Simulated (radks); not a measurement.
The numbers below are computed, except where a source is named.
Tl3+, 78 electrons, occupied as [Xe] 4f14 5d9 6s1 (not the ground configuration).

Code: a radial shooting solver on a logarithmic mesh with Libxc functionals. Model: Dirac Kohn-Sham, PBE, spin-unpolarised, spherical densities, finite nucleus; open shells fill j = l - 1/2 first; Fermi nuclear charge, rms radius 5.4759 fm.

Energy parts (hartree):
total: -20281.1409
kinetic: 23480.5017
electron-nucleus: -51134.8245
Hartree: 7753.9677
exchange-correlation: -380.7858

Orbitals (lengths in bohr, moments of r in powers of bohr):
| orbital | occ. | eigenvalue (hartree) | <r> |
|---|---|---|---|
| 1s1/2 | 2 | -3140.844 | 0.01632 |
| 2s1/2 | 2 | -559.8153 | 0.06808 |
| 2p1/2 | 2 | -537.6197 | 0.05589 |
| 2p3/2 | 4 | -461.7169 | 0.06468 |
| 3s1/2 | 2 | -134.5567 | 0.1770 |
| 3p1/2 | 2 | -124.5011 | 0.1674 |
| 3p3/2 | 4 | -107.6268 | 0.1835 |
| 3d3/2 | 4 | -90.96199 | 0.1595 |
| 3d5/2 | 6 | -87.35789 | 0.1644 |
| 4s1/2 | 2 | -30.99357 | 0.3916 |
| 4p1/2 | 2 | -26.65219 | 0.3931 |
| 4p3/2 | 4 | -22.54956 | 0.4274 |
| 4d3/2 | 4 | -15.44723 | 0.4333 |
| 4d5/2 | 6 | -14.68162 | 0.4444 |
| 4f5/2 | 6 | -5.51396 | 0.4642 |
| 4f7/2 | 8 | -5.34484 | 0.4707 |
| 5s1/2 | 2 | -6.02706 | 0.8762 |
| 5p1/2 | 2 | -4.56478 | 0.9380 |
| 5p3/2 | 4 | -3.81434 | 1.029 |
| 5d3/2 | 4 | -1.79518 | 1.293 |
| 5d5/2 | 5 | -1.70685 | 1.335 |
| 6s1/2 | 1 | -1.34341 | 2.143 |

The highest occupied level is 6s1/2 at -36.556 eV. The density falls to 0.001 e/bohr^3 at r = 3.43 bohr. Summed over all electrons, <r^2> = 39.70 bohr^2, which gives a Langevin (diamagnetic) susceptibility term of -31.4 x 10^-6 cm^3/mol.
